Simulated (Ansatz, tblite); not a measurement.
Removing and adding an electron: InH2(OMe) (CH₅InO). Total charge 0; singlet. Geometry: B3LYP-D4/def2-TZVP. Ansatz, gas phase; energy differences of separate SCF runs; the oxidised species was run as a doublet alone; the reduced species was run as a doublet alone.

| atom | x (Å) | y (Å) | z (Å) |
| --- | --- | --- | --- |
| In1 | -0.350 | -0.471 | 1.628 |
| H2 | 0.497 | -1.937 | 1.336 |
| H3 | -1.183 | 0.245 | 2.935 |
| O4 | -0.373 | 0.723 | 0.022 |
| C5 | 0.228 | 0.416 | -1.214 |
| H6 | 0.978 | 1.174 | -1.468 |
| H7 | -0.526 | 0.413 | -2.010 |
| H8 | 0.729 | -0.563 | -1.228 |

In the def2 sets In takes a core potential; there is no spin–orbit coupling. The xTB rows come from tblite. Correlated methods freeze 6 core orbitals; core or outer-core shells of In are correlated, in sets that lack core-valence functions. HOMO above LUMO, or a gap near zero within one spin, warns that the state may not be the lowest or that an electron is smeared out.

```json
{"level": "GFN1-xTB", "−HOMO (eV)": "10.98", "vertical IE (eV)": "14.30", "−LUMO (eV)": "4.99", "vertical EA (eV)": "2.52", "HOMO–LUMO gap (eV)": "5.99", "IE − EA (eV)": "11.78", "remarks": "–"}
{"level": "GFN2-xTB", "−HOMO (eV)": "10.91", "vertical IE (eV)": "14.05", "−LUMO (eV)": "7.40", "vertical EA (eV)": "4.31", "HOMO–LUMO gap (eV)": "3.51", "IE − EA (eV)": "9.74", "remarks": "–"}
{"level": "PBE-D4/def2-TZVPD", "−HOMO (eV)": "5.91", "vertical IE (eV)": "–", "−LUMO (eV)": "2.26", "vertical EA (eV)": "0.16", "HOMO–LUMO gap (eV)": "3.65", "IE − EA (eV)": "–", "remarks": "HOMO above zero (-1 doublet)"}
{"level": "PBE0-D4/def2-TZVPD", "−HOMO (eV)": "7.30", "vertical IE (eV)": "–", "−LUMO (eV)": "1.57", "vertical EA (eV)": "0.15", "HOMO–LUMO gap (eV)": "5.73", "IE − EA (eV)": "–", "remarks": "HOMO above zero (-1 doublet)"}
{"level": "MP2/def2-TZVPP", "−HOMO (eV)": "–", "vertical IE (eV)": "9.89", "−LUMO (eV)": "–", "vertical EA (eV)": "–", "HOMO–LUMO gap (eV)": "–", "IE − EA (eV)": "–", "remarks": "–"}
{"level": "CCSD(T)/def2-TZVPP", "−HOMO (eV)": "–", "vertical IE (eV)": "9.52", "−LUMO (eV)": "–", "vertical EA (eV)": "–", "HOMO–LUMO gap (eV)": "–", "IE − EA (eV)": "–", "remarks": "–"}
```

Task: Estimate the rows for HF/def2-TZVPP, PBE-D4/def2-TZVP, r2SCAN-D4/def2-TZVP, r2SCAN-D4/def2-TZVPD, PBE0-D4/def2-TZVP, CCSD/def2-TZVPP.

Result: 
| level | −HOMO (eV) | vertical IE (eV) | −LUMO (eV) | vertical EA (eV) | HOMO–LUMO gap (eV) | IE − EA (eV) | remarks |
| --- | --- | --- | --- | --- | --- | --- | --- |
| HF/def2-TZVPP | – | 7.96 | – | – | – | – | – |
| PBE-D4/def2-TZVP | 5.86 | 9.34 | 2.22 | – | 3.65 | – | gap within one spin near zero (+1 doublet) |
| r2SCAN-D4/def2-TZVP | 6.10 | 9.34 | 1.93 | – | 4.17 | – | – |
| r2SCAN-D4/def2-TZVPD | 6.14 | – | 1.96 | 0.19 | 4.18 | – | HOMO above zero (-1 doublet) |
| PBE0-D4/def2-TZVP | 7.26 | 9.37 | 1.53 | – | 5.73 | – | – |
| CCSD/def2-TZVPP | – | 9.41 | – | – | – | – | – |

   A HOMO above zero means that the electron is unbound at that level or that self-interaction error raises the level; the energy of removing that electron tells which. Raw xTB energy differences between charge states are shifted by several eV; the methods need an empirical correction for them.
